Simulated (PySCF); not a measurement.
Two species compared at the same levels of theory.

First species: C3H7FPSi (charge +1).
Z-matrix (Å and degrees, GFN2-xTB geometry), rows numbered from 1:
```
C 
P   1  1.8143
C   2  1.7785  1  123.52
F   3  1.2935  2  144.14  1   -77.95
C   3  1.3327  2   69.90  1   100.49
Si  5  1.9369  2  152.26  3  -178.76
H   1  1.0918  2  109.73  3  -138.84
H   1  1.0915  2  109.00  3   -18.94
H   1  1.0922  2  110.11  3   101.21
H   2  1.3812  1  115.79  3  -161.48
H   6  1.4580  5  102.21  2    80.91
H   6  1.4584  5  102.58  2   -38.08
H   6  1.4554  5  102.75  2  -158.31
```

Second species: C3H4P2.
SMILES with atom numbers: `[H]/[P:5]=[P:4]\[CH2:3][C:2]#[CH:1]` (hydrogens: H6 on C1; H7, H8 on C3; H9 on P5)

Geometry (GFN2-xTB, Å), atoms numbered from 1 in this order:
```
atom  x, y, z in Å
C1    -1.257    1.283   -0.103
C2    -0.853    0.168   -0.285
C3    -0.271   -1.121   -0.508
P4     1.621   -1.214   -0.667
P5     2.408    0.641   -0.480
H6    -1.675    2.231    0.060
H7    -0.662   -1.557   -1.434
H8    -0.527   -1.798    0.315
H9     1.230    1.374   -0.292
```

Levels: CAM-B3LYP/def2-SVPD for HOMO energy, LUMO energy, HOMO–LUMO gap, static isotropic polarisability and electronic spatial extent ⟨r²⟩ about the centre of nuclear charge; TDDFT CAM-B3LYP/def2-SVPD for lowest singlet excitation; TDA CAM-B3LYP/def2-SVPD for lowest triplet excitation (Tamm–Dancoff); GFN2-xTB for rotational constant A and rotational constant C. Geometries: GFN2-xTB. All species are isolated and taken at one optimised geometry, non-relativistic unless stated. Electronic properties by PySCF.

Dipoles, sizes and rotational constants follow the conformer. The torsions of the flexible species, by atom-mapped SMILES:
- `[H]/[P:5]=[P:4]\[CH2:3][C:2]#[CH:1]`: C2–C3–P4–P5 0°

```
                                                         property   column X    column Y
                                                      HOMO energy   -8.63 eV   -14.71 eV
                                                      LUMO energy   -1.50 eV    -4.71 eV
                                                    HOMO–LUMO gap    7.13 eV    10.00 eV
                                        lowest singlet excitation    3.66 eV     6.21 eV
                         lowest triplet excitation (Tamm–Dancoff)    2.15 eV     4.83 eV
                                  static isotropic polarisability    84.7 au     79.5 au
electronic spatial extent ⟨r²⟩ about the centre of nuclear charge  702 bohr²  1079 bohr²
                                            rotational constant A  4.849 GHz   2.730 GHz
                                            rotational constant C  1.605 GHz   1.065 GHz
```

(1) Which column belongs to which species?

(2) How does each property change from the first species to the second?

Answers

(1) Column X is the second species and column Y the first. The first has 13 atoms and 62 electrons, the second 9 and 52; their charges are +1 and 0, their HOMO energies -14.71 eV and -8.63 eV.

(2) HOMO energy +6.08 eV; LUMO energy +3.21 eV; HOMO–LUMO gap -2.87 eV; lowest singlet excitation -2.55 eV; lowest triplet excitation (Tamm–Dancoff) -2.68 eV; static isotropic polarisability +5.2 au; electronic spatial extent ⟨r²⟩ about the centre of nuclear charge -377 bohr²; rotational constant A +2.119 GHz; rotational constant C +0.540 GHz.

On the first: S1 lies 3.79 eV below the HOMO–LUMO gap; its leading configuration is HOMO→LUMO, weight 0.55. The 8 singlets span 6.21 to 8.24 eV, and their oscillator strengths add up to 0.47.

On the second: The principal polarisabilities are 58.0, 95.5 and 100.7 au; their mean is the isotropic value. S1 lies 3.47 eV below the HOMO–LUMO gap; its leading configuration is HOMO−1→LUMO, weight 0.81.
